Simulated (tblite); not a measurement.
Record of a relaxation.

Compound: C2H10OSeSi2.
Atom-mapped SMILES: `[SiH3:1][O:2][CH2:3][CH2:4][SiH2:5][SeH:6]` (hydrogens: H7, H8, H9 on Si1; H10, H11 on C3; H12, H13 on C4; H14, H15 on Si5; H16 on Se6)

Computed with GFN2-xTB (tblite), gas phase: L-BFGS steps from a force-field or distance-geometry start until the largest atomic force falls under 0.01 eV/Å. 10 of its 102 geometries are shown.

Step 0: E = -547.7068 eV, largest atomic force 2.754 eV/Å
```
atom  x, y, z in Å  |  force x, y, z in eV/Å
Si1     2.653    0.838    0.081   -1.425   0.907   0.261
O2      0.938    0.690    0.387    2.473  -0.346  -0.828
C3      0.663   -0.685    0.542    0.601   0.252   1.114
C4     -0.795   -0.921    0.805    0.668  -1.690   2.069
Si5    -1.986   -0.356   -0.444   -2.069   0.819  -1.013
Se6    -2.391    1.889   -0.147   -0.545   0.408   0.191
H7      2.956    0.212   -1.209   -0.097  -0.043   0.063
H8      3.432    0.186    1.146   -0.200  -0.037  -0.072
H9      2.942    2.280    0.083   -0.329  -0.364   0.001
H10     1.214   -0.987    1.470   -0.192  -0.274  -0.517
H11     1.078   -1.278   -0.287   -0.375   0.096   0.010
H12    -1.019   -0.439    1.791    0.029  -0.359  -0.662
H13    -0.902   -2.041    0.964   -0.004   1.128  -0.086
H14    -3.305   -0.996   -0.212    0.325   0.088  -0.039
H15    -1.611   -0.522   -1.831    0.196  -0.056  -0.247
H16    -3.875    2.139    0.116    0.944  -0.531  -0.245
```

Step 11: E = -548.2913 eV, largest atomic force 0.331 eV/Å
```
atom  x, y, z in Å  |  force x, y, z in eV/Å
Si1     2.653    0.902    0.056    0.173  -0.186  -0.013
O2      1.079    0.599    0.361   -0.097  -0.074  -0.129
C3      0.682   -0.726    0.585   -0.124  -0.105   0.078
C4     -0.799   -0.895    0.875   -0.174  -0.055  -0.103
Si5    -2.024   -0.261   -0.435    0.168   0.070  -0.072
Se6    -2.319    1.979   -0.123    0.051  -0.002   0.019
H7      3.006    0.240   -1.227   -0.014   0.227   0.241
H8      3.424    0.218    1.125   -0.017   0.216  -0.207
H9      2.761    2.354    0.077   -0.142  -0.194  -0.022
H10     1.246   -1.117    1.438    0.092  -0.065   0.116
H11     0.947   -1.358   -0.276   -0.037   0.154  -0.054
H12    -1.074   -0.437    1.829    0.207  -0.032  -0.005
H13    -0.951   -1.969    0.963   -0.072  -0.054   0.168
H14    -3.300   -0.946   -0.225   -0.043   0.079   0.038
H15    -1.593   -0.490   -1.810    0.070   0.012  -0.020
H16    -3.744    1.916    0.040   -0.044   0.010  -0.034
```

Step 22: E = -548.4012 eV, largest atomic force 0.305 eV/Å
```
atom  x, y, z in Å  |  force x, y, z in eV/Å
Si1     2.606    0.914    0.049   -0.147   0.015   0.019
O2      1.064    0.461    0.341    0.042  -0.086  -0.126
C3      0.659   -0.862    0.572    0.038  -0.007   0.090
C4     -0.819   -0.937    0.927    0.062  -0.018   0.054
Si5    -1.937   -0.209   -0.434   -0.061  -0.051   0.073
Se6    -2.260    2.027   -0.083    0.299  -0.055  -0.019
H7      3.078    0.361   -1.230   -0.059   0.043   0.034
H8      3.499    0.371    1.085   -0.069   0.084  -0.022
H9      2.451    2.362    0.059   -0.013  -0.137   0.004
H10     1.259   -1.267    1.396    0.020  -0.100   0.018
H11     0.865   -1.474   -0.319   -0.049   0.072   0.052
H12    -0.986   -0.409    1.871    0.045   0.074  -0.115
H13    -1.077   -1.981    1.122    0.052   0.055  -0.139
H14    -3.280   -0.778   -0.236    0.094  -0.021  -0.091
H15    -1.454   -0.447   -1.800   -0.012   0.036   0.181
H16    -3.675    1.877   -0.062   -0.243   0.096  -0.012
```

Step 34: E = -548.4524 eV, largest atomic force 0.108 eV/Å
```
atom  x, y, z in Å  |  force x, y, z in eV/Å
Si1     2.530    0.931    0.027    0.002   0.038  -0.006
O2      1.046    0.336    0.298   -0.048   0.015  -0.087
C3      0.653   -0.977    0.562    0.009   0.009   0.007
C4     -0.808   -0.966    0.976    0.016  -0.007  -0.026
Si5    -1.900   -0.191   -0.382    0.071  -0.029   0.022
Se6    -2.163    2.052   -0.035   -0.029  -0.074   0.023
H7      3.063    0.457   -1.255   -0.001  -0.026   0.023
H8      3.463    0.542    1.090   -0.013  -0.040  -0.008
H9      2.203    2.342    0.046   -0.011   0.077  -0.031
H10     1.282   -1.396    1.358   -0.004  -0.019   0.026
H11     0.796   -1.600   -0.332   -0.016   0.043   0.007
H12    -0.885   -0.382    1.895   -0.069  -0.070   0.013
H13    -1.122   -1.986    1.189   -0.026   0.012   0.036
H14    -3.244   -0.773   -0.319    0.026   0.015   0.009
H15    -1.320   -0.406   -1.707   -0.010   0.025   0.006
H16    -3.602    2.028   -0.155    0.103   0.031  -0.013
```

Step 45: E = -548.4809 eV, largest atomic force 0.128 eV/Å
```
atom  x, y, z in Å  |  force x, y, z in eV/Å
Si1     2.437    0.966   -0.003    0.096  -0.005  -0.029
O2      0.960    0.327    0.220   -0.028   0.125  -0.005
C3      0.632   -0.987    0.568    0.018   0.024  -0.017
C4     -0.814   -1.015    1.017   -0.031  -0.009  -0.062
Si5    -1.858   -0.211   -0.358    0.040   0.050   0.002
Se6    -2.025    2.018    0.090   -0.078  -0.019   0.004
H7      3.045    0.468   -1.243   -0.056   0.004  -0.014
H8      3.337    0.568    1.086   -0.054   0.029   0.034
H9      2.122    2.385   -0.029   -0.048  -0.067  -0.003
H10     1.315   -1.352    1.344    0.006  -0.009   0.072
H11     0.752   -1.629   -0.313    0.056  -0.069  -0.018
H12    -0.918   -0.459    1.952    0.028  -0.051  -0.059
H13    -1.119   -2.042    1.200    0.001  -0.018   0.022
H14    -3.189   -0.819   -0.345   -0.059   0.070   0.002
H15    -1.260   -0.363   -1.686   -0.015  -0.025   0.069
H16    -3.425    2.155   -0.244    0.123  -0.030   0.003
```

Step 56: E = -548.5086 eV, largest atomic force 0.080 eV/Å
```
atom  x, y, z in Å  |  force x, y, z in eV/Å
Si1     2.345    0.989   -0.039    0.012  -0.001   0.008
O2      0.883    0.304    0.161   -0.019   0.040   0.027
C3      0.633   -1.012    0.570    0.057   0.034  -0.004
C4     -0.810   -1.083    1.019    0.037  -0.030   0.007
Si5    -1.821   -0.206   -0.328   -0.045   0.013  -0.014
Se6    -1.903    1.990    0.247   -0.035   0.026  -0.059
H7      2.986    0.477   -1.257    0.001  -0.002   0.029
H8      3.181    0.640    1.117    0.013   0.047  -0.041
H9      1.962    2.386   -0.117   -0.006   0.010  -0.011
H10     1.332   -1.296    1.365   -0.002  -0.030   0.035
H11     0.802   -1.682   -0.283   -0.015  -0.060   0.031
H12    -0.915   -0.547    1.964    0.006  -0.022   0.016
H13    -1.102   -2.114    1.189   -0.042  -0.050  -0.047
H14    -3.196   -0.715   -0.354    0.038   0.014   0.009
H15    -1.196   -0.355   -1.640   -0.047  -0.012  -0.019
H16    -3.189    2.234   -0.358    0.046   0.024   0.035
```

Step 67: E = -548.5309 eV, largest atomic force 0.137 eV/Å
```
atom  x, y, z in Å  |  force x, y, z in eV/Å
Si1     2.284    1.023   -0.059    0.022  -0.015   0.019
O2      0.854    0.281    0.184    0.006   0.058  -0.025
C3      0.650   -1.040    0.615    0.051   0.122  -0.035
C4     -0.814   -1.158    0.994    0.103  -0.055   0.032
Si5    -1.797   -0.181   -0.308   -0.057  -0.099  -0.023
Se6    -1.772    2.016    0.241    0.044   0.068  -0.012
H7      2.947    0.454   -1.234    0.009  -0.007  -0.042
H8      3.149    0.794    1.103    0.005   0.017   0.025
H9      1.855    2.400   -0.218   -0.039  -0.025  -0.015
H10     1.329   -1.252    1.451   -0.097  -0.091  -0.030
H11     0.893   -1.727   -0.209   -0.035   0.042   0.092
H12    -0.963   -0.729    1.985   -0.037   0.035  -0.020
H13    -1.110   -2.201    1.044   -0.025  -0.057  -0.034
H14    -3.196   -0.617   -0.291   -0.029  -0.003   0.058
H15    -1.286   -0.386   -1.660    0.076   0.010  -0.019
H16    -3.033    2.330   -0.380    0.002   0.000   0.030
```

Step 79: E = -548.5481 eV, largest atomic force 0.052 eV/Å
```
atom  x, y, z in Å  |  force x, y, z in eV/Å
Si1     2.284    1.038   -0.063    0.011   0.031  -0.005
O2      0.852    0.323    0.246   -0.012   0.018  -0.004
C3      0.656   -1.003    0.657   -0.031  -0.018   0.005
C4     -0.820   -1.208    0.939   -0.046  -0.001   0.005
Si5    -1.823   -0.195   -0.322    0.028  -0.016   0.019
Se6    -1.648    2.016    0.153    0.049   0.012   0.013
H7      2.926    0.400   -1.219   -0.016  -0.003   0.023
H8      3.162    0.884    1.101    0.008   0.007  -0.003
H9      1.832    2.395   -0.306   -0.002  -0.021  -0.003
H10     1.269   -1.211    1.542    0.025  -0.014  -0.020
H11     0.976   -1.681   -0.144    0.034   0.022  -0.016
H12    -1.053   -0.871    1.949   -0.009   0.020  -0.004
H13    -1.065   -2.266    0.882   -0.002   0.010   0.015
H14    -3.233   -0.559   -0.168   -0.022  -0.006  -0.038
H15    -1.355   -0.429   -1.687   -0.012  -0.035  -0.008
H16    -2.967    2.377   -0.304   -0.003  -0.008   0.021
```

Step 90: E = -548.5549 eV, largest atomic force 0.032 eV/Å
```
atom  x, y, z in Å  |  force x, y, z in eV/Å
Si1     2.285    1.046   -0.050   -0.011   0.018   0.012
O2      0.848    0.352    0.284    0.001   0.005  -0.016
C3      0.648   -0.987    0.651   -0.014  -0.002  -0.007
C4     -0.827   -1.201    0.937   -0.015   0.015  -0.001
Si5    -1.833   -0.218   -0.343   -0.007   0.018  -0.009
Se6    -1.601    1.989    0.126   -0.018  -0.018  -0.008
H7      2.907    0.375   -1.198   -0.010   0.001   0.002
H8      3.178    0.895    1.105   -0.010   0.023  -0.010
H9      1.836    2.400   -0.318    0.021  -0.020   0.012
H10     1.270   -1.226    1.522   -0.001  -0.025   0.001
H11     0.967   -1.633   -0.177   -0.003  -0.017   0.002
H12    -1.060   -0.835    1.936   -0.002   0.010   0.030
H13    -1.065   -2.262    0.912    0.032  -0.004  -0.004
H14    -3.250   -0.566   -0.218    0.007   0.010   0.011
H15    -1.359   -0.493   -1.698    0.003  -0.003  -0.021
H16    -2.951    2.374   -0.215    0.027  -0.011   0.007
```

Step 101: E = -548.5558 eV, largest atomic force 0.009 eV/Å
```
atom  x, y, z in Å  |  force x, y, z in eV/Å
Si1     2.281    1.050   -0.048    0.001   0.001   0.003
O2      0.847    0.348    0.287    0.004  -0.001  -0.001
C3      0.646   -0.991    0.650    0.001   0.002  -0.001
C4     -0.829   -1.202    0.937   -0.003   0.001  -0.004
Si5    -1.831   -0.220   -0.348    0.001  -0.009   0.000
Se6    -1.583    1.984    0.121   -0.003   0.004  -0.003
H7      2.900    0.374   -1.195    0.003   0.000   0.000
H8      3.175    0.921    1.106    0.000   0.000   0.003
H9      1.831    2.401   -0.321   -0.001   0.003  -0.001
H10     1.268   -1.237    1.520    0.000   0.001  -0.002
H11     0.961   -1.637   -0.179   -0.001   0.000  -0.002
H12    -1.064   -0.835    1.937    0.003   0.004  -0.001
H13    -1.062   -2.264    0.913   -0.005  -0.006   0.001
H14    -3.250   -0.553   -0.216   -0.003  -0.002   0.006
H15    -1.361   -0.504   -1.704   -0.002   0.001   0.002
H16    -2.935    2.373   -0.205    0.006   0.001   0.000
```

Task: Summarise the path.

Result: The energy falls by 0.8490 eV from step 0 to step 101; nine tenths of that is first reached at step 42. It falls at every step. The largest force goes from 2.754 to 0.009 eV/Å. Among the bonds Si1–O2 changes most, from 1.748 to 1.631 Å; the atoms move by 0.568 Å rms after alignment.

The cost below is that of the whole relaxation. Hardware: an Arm Neoverse N1 with one thread, shared host with 64 logical CPUs at a one-minute load of 61. Cost: 1.3 s wall.
